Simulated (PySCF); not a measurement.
AsF₃, SMILES F[As](F)F (connectivity only; charge and spin as stated), charge -1, multiplicity 2. Geometry: TPSSh-D3(BJ)/def2-SVPD. The multiplicity is an assumed one; other spin states were not compared.

These are TPSSh-D3(BJ)/def2-SVPD (PySCF 2.14.0) values and carry that method's errors.

Harmonic wavenumbers (cm⁻¹): 91, 183, 281, 421, 424, 594. Rotational constants (GHz): 9.871, 3.514, 2.592; symmetry number 2.

### Question
Work out the zero-point energy and the ideal-gas rigid-rotor harmonic-oscillator thermochemistry at 298.15 K and 1 atm.

### Answer
ZPE = ½ Σ hcν = ½ × 1995 cm⁻¹ = 11.93 kJ/mol. H − E(el) = 28.47 kJ/mol. Entropy in J/(mol K): translation 169.63, rotation 101.70, vibration 40.50, spin 5.76, total 317.60. G − E(el) = -66.22 kJ/mol. Cp = 72.64 J/(mol K). Modes under 150 cm⁻¹ make the vibrational entropy uncertain.
